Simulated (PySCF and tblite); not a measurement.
The numbers below are computed, except where a source is named.
Stationary points of C4H3NO2 at PBE0-D3(BJ)/def2-SVP, in Å:

Structure A

```
 1 N     2.668   -1.232    0.065
 2 C     1.640   -0.695    0.054
 3 C     0.393   -0.001    0.051
 4 C     0.396    1.439    0.408
 5 O    -0.582    2.139    0.442
 6 C    -0.729   -0.702   -0.278
 7 O    -1.933   -0.172   -0.315
 8 H     1.413    1.835    0.650
 9 H    -0.638   -1.767   -0.529
10 H    -2.584   -0.835   -0.569
```

Structure B

```
 1 N     2.769   -1.145    0.132
 2 C     1.695   -0.708    0.079
 3 C     0.387   -0.153    0.018
 4 C     0.163    1.260    0.238
 5 O    -0.959    1.761    0.190
 6 C    -0.719   -0.943   -0.255
 7 O    -1.917   -0.471   -0.317
 8 H     1.047    1.895    0.456
 9 H    -0.625   -2.021   -0.432
10 H    -1.831    0.529   -0.131
```

Structure C

```
 1 N     2.733   -1.144   -0.035
 2 C     1.667   -0.689    0.009
 3 C     0.375   -0.083    0.069
 4 C     0.313    1.380    0.360
 5 O    -0.671    2.057    0.230
 6 C    -0.725   -0.848   -0.148
 7 O    -1.971   -0.408    0.019
 8 H     1.285    1.814    0.701
 9 H    -0.604   -1.915   -0.394
10 H    -2.401   -0.164   -0.809
```

The path came from a restrained scan, a climbing-image band and a saddle search at GFN2-xTB; energies are B3LYP/pcSseg-1 + D3(BJ)//PBE0-D3(BJ)/def2-SVP, thermal terms GFN2-xTB.

Question: Which structure is a saddle point, and along which motion?

Answer: C: one imaginary mode (663i cm⁻¹ at GFN2-xTB, mostly on H10), along the rotation about the C6–O7 bond (torsion C3–C6–O7–H from 0° to 180°, rising).

Question: Give their symmetry and energies above the lowest.

Answer: A Cs, 13.7 kcal/mol; B Cs, 0.0 kcal/mol; C C1, 20.7 kcal/mol.
